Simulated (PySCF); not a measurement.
Positional isomers: silole mercapto. All species are isolated molecules in the gas phase. One relaxed conformer stands for each flexible species; it need not be the lowest. Strings in code marks are SMILES.

Method: ωB97X-D3(BJ)/def2-TZVP // PBE0-D3(BJ)/def2-TZVP (PySCF). Excitations are Tamm–Dancoff values on a coarser integration grid. The basis has no diffuse functions, so Rydberg states are missing or too high.

```
species                                    LUMO (eV)  S1–T1 gap (TDA) (eV)  S1 oscillator strength
-----------------------------------------  ---------  --------------------  ----------------------
`C1(S)=CC=C[SiH2]1` (H–S–C–Si torsion 0°)       0.46                  1.74                   0.195
`SC1=C[SiH2]C=C1` (H–S–C–C torsion 180°)        0.46                  1.79                   0.069
`S[SiH]1C=CC=C1` (H–S–Si–C torsion 54°)         0.27                  1.78                   0.043
```
